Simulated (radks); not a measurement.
Values are calculated unless marked as measured or tabulated.
Spherical jellium clusters: N electrons in a uniform positive sphere of charge N and radius rs N^(1/3), rs = 3.45 bohr. Level of theory: non-relativistic Kohn-Sham, LDA (Slater exchange, Perdew-Wang correlation), spin-polarised, spherical densities (a radial shooting solver with Libxc functionals). Levels are named by radial order and angular momentum (1s, 1p, 1d, 2s, ...), and open shells are averaged over m.

N = 14, configuration 1s2 1p6 1d(up 5, down 1). This is the lowest configuration that the search found. Occupied and some empty levels:

level    occupation  eigenvalue (eV)  <r> (bohr)
1s up             1          -6.0660       5.229
1s down           1          -5.7201       5.042
1p up             3          -4.7778       6.320
1p down           3          -4.3385       6.290
1d up             5          -3.2201       7.201
1d down           1          -2.7692       7.287
2s up             0          -2.6508       6.520
2s down           0          -2.4190       6.693
1f up             0          -1.5054       8.170
1f down           0          -1.1013       8.427
2p up             0          -1.0797       8.964
2p down           0         -0.88082       9.368

Energy (eV): total -23.6226, kinetic 32.215, external -751.28, Hartree 367.65, exchange-correlation -57.065, background 384.85.

Electron density:

r (bohr)  n(r) (e/bohr^3)
0.273            0.003178
1.30             0.003623
2.33             0.004564
3.37             0.005738
4.40             0.006649
5.43             0.006674
6.46             0.005475
7.49             0.003495
8.52             0.001716
9.55            0.0006958
10.6            0.0002535
11.6           0.00008661
12.6           0.00002854
13.7            9.213e-06
